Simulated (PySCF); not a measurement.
C6H5NS2.
Atom-mapped SMILES: `[NH2:1][c:2]1[cH:3][s:4][c:5]2[cH:6][cH:7][s:8][c:9]12` (hydrogens: H10, H11 on N1; H12 on C3; H13 on C6; H14 on C7)

A GFN2-xTB structure was refined with PySCF, PBE0/def2-SV(P) geometry optimisation, gas phase. Its GFN2-xTB values:

| coordinate | GFN2-xTB |
| --- | --- |
| N1–C2 | 1.382 Å |
| N1–H10 | 1.008 Å |
| C2–C3 | 1.365 Å |
| C2–C9 | 1.420 Å |
| C3–S4 | 1.738 Å |
| C3–H12 | 1.071 Å |
| S4–C5 | 1.727 Å |
| C5–C6 | 1.411 Å |
| C5–C9 | 1.386 Å |
| C6–C7 | 1.356 Å |
| C6–H13 | 1.074 Å |
| C7–S8 | 1.732 Å |
| C7–H14 | 1.072 Å |
| S8–C9 | 1.730 Å |
| N1–C2–C3 | 126.1° |
| N1–C2–C9 | 123.7° |
| C2–C9–S8 | 134.7° |
| C3–C2–C9 | 110.1° |
| C3–S4–C5 | 90.5° |
| S4–C5–C6 | 135.2° |
| C6–C7–S8 | 113.7° |
| C7–S8–C9 | 90.4° |

Q: How do these coordinates change at the PBE0/def2-SV(P) level?

A: 
```json
{"coordinate": "C3–H12", "PBE0/def2-SV(P) (Å or °)": "1.091", "change": "+0.020"}
{"coordinate": "C7–H14", "PBE0/def2-SV(P) (Å or °)": "1.091", "change": "+0.019"}
{"coordinate": "C6–H13", "PBE0/def2-SV(P) (Å or °)": "1.092", "change": "+0.018"}
{"coordinate": "C6–C7", "PBE0/def2-SV(P) (Å or °)": "1.369", "change": "+0.013"}
{"coordinate": "C5–C6", "PBE0/def2-SV(P) (Å or °)": "1.423", "change": "+0.012"}
{"coordinate": "C2–C9", "PBE0/def2-SV(P) (Å or °)": "1.431", "change": "+0.011"}
{"coordinate": "C2–C3", "PBE0/def2-SV(P) (Å or °)": "1.376", "change": "+0.011"}
{"coordinate": "N1–H10", "PBE0/def2-SV(P) (Å or °)": "1.015", "change": "+0.007"}
{"coordinate": "N1–C2", "PBE0/def2-SV(P) (Å or °)": "1.387", "change": "+0.005"}
{"coordinate": "C5–C9", "PBE0/def2-SV(P) (Å or °)": "1.390", "change": "+0.004"}
{"coordinate": "S4–C5", "PBE0/def2-SV(P) (Å or °)": "1.726", "change": "-0.001"}
{"coordinate": "C3–S4", "PBE0/def2-SV(P) (Å or °)": "1.739", "change": "+0.001"}
{"coordinate": "S8–C9", "PBE0/def2-SV(P) (Å or °)": "1.729", "change": "-0.001"}
{"coordinate": "C7–S8", "PBE0/def2-SV(P) (Å or °)": "1.732", "change": "0.000"}
{"coordinate": "N1–C2–C3", "PBE0/def2-SV(P) (Å or °)": "126.9", "change": "+0.8"}
{"coordinate": "C7–S8–C9", "PBE0/def2-SV(P) (Å or °)": "91.0", "change": "+0.6"}
{"coordinate": "C3–S4–C5", "PBE0/def2-SV(P) (Å or °)": "91.0", "change": "+0.5"}
{"coordinate": "C3–C2–C9", "PBE0/def2-SV(P) (Å or °)": "109.7", "change": "-0.4"}
{"coordinate": "C6–C7–S8", "PBE0/def2-SV(P) (Å or °)": "113.4", "change": "-0.3"}
{"coordinate": "N1–C2–C9", "PBE0/def2-SV(P) (Å or °)": "123.3", "change": "-0.4"}
{"coordinate": "S4–C5–C6", "PBE0/def2-SV(P) (Å or °)": "135.5", "change": "+0.3"}
{"coordinate": "C2–C9–S8", "PBE0/def2-SV(P) (Å or °)": "134.4", "change": "-0.3"}
```

The energy falls by 1.1 kcal/mol over 8 energy and gradient evaluations, the largest force component goes from 0.0113 to 2.3e-04 Eh/bohr, and the atoms move by 0.056 Å rms after alignment. Among the bonds, C3–H12 and C7–H14 change most and about equally (+0.019 to +0.020 Å). Bonds longer at the end by more than 0.005 Å: 10 of 15; shorter: 0. Among the dihedrals that turn most is H11–N1–C2–C3, from 157° to 146°. Rotational constants go from 1853, 1297, 763.4 to 1839, 1289, 758.4 MHz.

The run used 144 basis functions and 52 SCF cycles in all.

Stationary, but not proved a minimum.
